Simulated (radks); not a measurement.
The numbers below are computed, except where a source is named.
Question: The mean radii <r> (bohr) of the occupied orbitals of an atom or ion are listed with their occupations. Code: a radial shooting solver on a logarithmic mesh with Libxc functionals. Model: non-relativistic Kohn-Sham, Slater X-alpha with alpha = 0.972, spin-polarised, spherical densities, point nucleus.

orbital  occ.      <r>
1s up       1  0.05277
1s down     1  0.05277
2s down     1   0.2372
2s up       1   0.2372
2p down     3   0.2059
2p up       3   0.2059
3s down     1   0.7156
3s up       1   0.7165
3p down     3   0.7426
3p up       3   0.7446
3d up       5   0.9798
3d down     5   0.9348
4s up       1    2.776

Name the element and its charge. Open shells, if any, are filled with parallel spins first.

Answer: Z = 29, copper, charge 0: Cu in [Ar] 3d10 4s1. The 1s radius gives Z: for a bare nucleus <r> = 1.5/Z, 0.05172 bohr for Z = 29, and screening makes it slightly larger (0.05277 here). The occupations add up to 29, and the charge is Z minus that.
